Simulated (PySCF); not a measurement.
A side-by-side comparison of computed properties.

First species: C4H8OSi.
Cartesian coordinates in Å at the GFN2-xTB level; atoms count from 1:
```xyz
14
C4H8OSi angstrom
O     -0.3729    2.0039    1.4112
C     -0.8727    1.0107    0.9421
C     -0.1276    0.0873    0.0961
Si     1.6604    0.6780   -0.1288
C     -0.8951   -0.6152   -1.0072
C     -0.4895   -1.3827    0.1898
H     -1.9343    0.7573    1.1418
H      2.3136    0.7095    1.1745
H      1.6478    1.9740   -0.7973
H      2.3066   -0.3224   -0.9881
H     -0.3713   -0.7804   -1.9362
H     -1.9387   -0.3624   -1.1305
H      0.3222   -2.0891    0.1068
H     -1.2492   -1.6689    0.9037
```

Second species: C₃H₉NOSi.
SMILES: `C(/[C@@H](C)O)=N\[SiH3]`

Levels: CAM-B3LYP/def2-SVPD for dipole moment, HOMO energy, LUMO energy, HOMO–LUMO gap, static isotropic polarisability and electronic spatial extent ⟨r²⟩ about the centre of nuclear charge; TDDFT CAM-B3LYP/def2-SVPD for lowest singlet excitation; TDA CAM-B3LYP/def2-SVPD for lowest triplet excitation (Tamm–Dancoff); GFN2-xTB for rotational constant A and rotational constant C. Geometries: GFN2-xTB. Each species is one conformer at its optimised geometry, gas phase, non-relativistic unless stated. Electronic properties by PySCF.

Dipoles, sizes and rotational constants follow the conformer. The torsions of the flexible species, by atom-mapped SMILES:
- `[O:1]=[CH:2][C:3]1([SiH3:4])[CH2:5][CH2:6]1`: O1–C2–C3–Si4 0°
- `[CH3:1][C@@H:2]([OH:3])/[CH:4]=[N:5]/[SiH3:6]`: C1–C2–C4–N5 -116°, H–O3–C2–C1 110°

```tsv
property	column X	column Y
dipole moment	3.24 D	2.70 D
HOMO energy	-9.10 eV	-8.88 eV
LUMO energy	0.34 eV	0.27 eV
HOMO–LUMO gap	9.44 eV	9.15 eV
lowest singlet excitation	4.50 eV	4.60 eV
lowest triplet excitation (Tamm–Dancoff)	3.93 eV	4.06 eV
static isotropic polarisability	74.3 au	77.6 au
electronic spatial extent ⟨r²⟩ about the centre of nuclear charge	725 bohr²	1025 bohr²
rotational constant A	3.416 GHz	7.101 GHz
rotational constant C	1.825 GHz	1.184 GHz
```

(1) Which column belongs to which species?

(2) How does each property change from the first species to the second?

Answers

(1) Column X is the first species and column Y the second. The first has 14 atoms and 54 electrons, the second 15 and 56.

(2) dipole moment -0.54 D; HOMO energy +0.22 eV; LUMO energy -0.07 eV; HOMO–LUMO gap -0.29 eV; lowest singlet excitation +0.10 eV; lowest triplet excitation (Tamm–Dancoff) +0.13 eV; static isotropic polarisability +3.3 au; electronic spatial extent ⟨r²⟩ about the centre of nuclear charge +300 bohr²; rotational constant A +3.685 GHz; rotational constant C -0.641 GHz.

On the first: The principal polarisabilities are 63.3, 74.8 and 84.8 au; their mean is the isotropic value. S1 lies 4.94 eV below the HOMO–LUMO gap; its leading configuration is HOMO→LUMO, weight 0.95.

On the second: The dipole equals about 9.0 × 10⁻³⁰ C·m (1 D = 3.33564 × 10⁻³⁰ C·m). In wavenumbers S1 is 37100 cm⁻¹ (1 eV = 8065.54 cm⁻¹).
